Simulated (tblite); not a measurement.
C3H4B (doublet state).
Bonds: B1–C2, C2–C3 (double), C3–C4, C2–C4. Hydrogens: H5, H6 on B1; H7 on C3; H8 on C4.
Bond orders are those of one Lewis drawing.

Computed with GFN2-xTB (tblite), gas phase: L-BFGS steps from a force-field or distance-geometry start until the largest atomic force falls under 0.01 eV/Å.

The end geometry, which sets the zero of energy:
```
atom  x, y, z in Å
B1      1.5510    0.1150   -0.1580
C2      0.0833    0.0083   -0.0103
C3     -1.2257   -0.4015   -0.4693
C4     -1.1567    0.2293    0.7012
H5      2.1796    0.6398    0.6820
H6      2.0709   -0.3264   -1.1128
H7     -1.8286   -0.8711   -1.2093
H8     -1.6647    0.6160    1.5520
```

**Question.** These geometries come from the run, each turned onto the end geometry. Order them by energy, lowest first.
A.
```
atom  x, y, z in Å
B1      1.5458    0.1310   -0.1550
C2      0.0790    0.0233   -0.0315
C3     -1.2423   -0.3888   -0.4909
C4     -1.1458    0.2092    0.6950
H5      2.1614    0.7725    0.6118
H6      2.0902   -0.4652   -1.0039
H7     -1.8647   -0.7987   -1.2522
H8     -1.6145    0.5261    1.6021
```
B.
```
atom  x, y, z in Å
B1      1.5401    0.1655   -0.1744
C2      0.0660    0.0740   -0.0835
C3     -1.2373   -0.3727   -0.4996
C4     -1.1512    0.1801    0.7061
H5      2.1594    0.7673    0.6251
H6      2.0820   -0.5085   -0.9658
H7     -1.8619   -0.8067   -1.2425
H8     -1.5881    0.5104    1.6101
```
C.
```
atom  x, y, z in Å
B1      1.5151    0.1259   -0.1154
C2      0.0106    0.1274   -0.1287
C3     -1.2318   -0.2814   -0.4974
C4     -1.2402    0.5499    0.5965
H5      2.1666    0.7835    0.6301
H6      2.0736   -0.5496   -0.9080
H7     -1.8854   -0.8998   -1.1443
H8     -1.3995    0.1535    1.5427
```
D.
```
atom  x, y, z in Å
B1      1.5325    0.1407   -0.1739
C2      0.0566    0.2048   -0.1416
C3     -1.2574   -0.3038   -0.5256
C4     -1.1212    0.2356    0.6823
H5      2.1148    0.7692    0.6320
H6      2.0955   -0.5698   -0.9305
H7     -1.8556   -0.8666   -1.2029
H8     -1.5560    0.3993    1.6357
```
E.
```
atom  x, y, z in Å
B1      1.5504    0.1093   -0.1505
C2      0.0816   -0.0033   -0.0158
C3     -1.2375   -0.3859   -0.4841
C4     -1.1520    0.2021    0.7059
H5      2.1574    0.7743    0.6084
H6      2.0994   -0.4432   -1.0316
H7     -1.8539   -0.7904   -1.2471
H8     -1.6362    0.5464    1.5903
```

**Answer.** E (0.011 eV), A (0.018 eV), B (0.044 eV), D (0.104 eV), C (0.800 eV).

In the order of the answer:

```tsv
step	E above end (eV)	largest force (eV/Å)	rms force component (eV/Å)	rms distance from end (Å)	rms bond change (Å)	bond most changed (Å)
19	0.011	0.15	0.058	0.088	0.003	C2=C3 +0.005
17	0.018	0.32	0.097	0.099	0.006	C2=C3 +0.012
13	0.044	0.35	0.139	0.122	0.005	C2–C4 +0.008
9	0.104	0.40	0.130	0.179	0.007	C2=C3 +0.014
2	0.800	2.05	0.727	0.269	0.046	C2=C3 -0.088
```

What follows is the cost of the whole relaxation. Hardware: Arm Neoverse V1, one thread, shared host. Cost: 0.16 s of wall time.
